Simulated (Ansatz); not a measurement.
Input and output for Cl₂I₂Si (`Cl[Si](Cl)(I)I`).

```yaml
crystal:
  periodic: [false, false, false]
  atoms:
    - {symbol: Cl, position_ang: [0.097987, -0.430623, 2.024195]}
    - {symbol: Si, position_ang: [0.055903, -0.060824, 0.025926]}
    - {symbol: Cl, position_ang: [1.498538, -1.181395, -0.865556]}
    - {symbol: I, position_ang: [-2.104745, -0.682126, -0.859799]}
    - {symbol: I, position_ang: [0.502217, 2.281368, -0.366266]}
basis:
  gaussian: {orbitals: def2-TZVP, fitting: {mean_field: def2-universal-jkfit}}
hamiltonian: {xc: {name: PBE0}, dispersion: d4}
accuracy: high
scf: {lower_state_search: light}
output: {forces: true}
```

```sh
$ ansatz run in.yaml --threads 4 --pin off --events-out ev --progress --plain --max-ram 10444MiB
```

Shortened log:

```
Functional definition: PBE0
820 factors; integrals over basis functions are off by at most 5.5e-1 eV
mean field evaluation 1: about -49120.0087 eV, gradient 1.4e1 eV
mean field evaluation 2: about -49120.1430 eV, gradient 1.3e1 eV
mean field evaluation 4: about -49120.4529 eV, gradient 1.1e0 eV
mean field evaluation 8: about -49120.4550 eV, gradient 1.4e-2 eV
mean field evaluation 16: about -49120.4550 eV, gradient 5.6e-7 eV
mean field -49120.45504564 eV, -1805.1434278871 hartree, gradient 2.5e-8 eV, S^2 0.000000; 0 other end points of the search recorded, 0 dependent functions left out
reference -49120.45504793 eV, -1805.1434279712 hartree; 49, 49 occupied and 162, 162 virtual orbitals, 820 factors
Total energy: -49120.75170196 eV, -1805.1543298058 hartree
Atom 0 at     0.097987    -0.430623     2.024195 Å, force     0.002363    -0.002043    -0.000392 eV/Å
Atom 1 at     0.055903    -0.060824     0.025926 Å, force    -0.002346     0.002300    -0.001739 eV/Å
Atom 2 at     1.498538    -1.181395    -0.865556 Å, force     0.000727    -0.001169     0.002791 eV/Å
Atom 3 at    -2.104745    -0.682126    -0.859799 Å, force    -0.000505     0.000218    -0.000345 eV/Å
Atom 4 at     0.502217     2.281368    -0.366266 Å, force    -0.000239     0.000694    -0.000315 eV/Å
Dipole moment:    -0.064149     0.064392    -0.047820 e Å
```

It took 7 s on 4 threads of an Arm Neoverse V1 on a shared host, with 0.56 GiB of host memory at the peak.
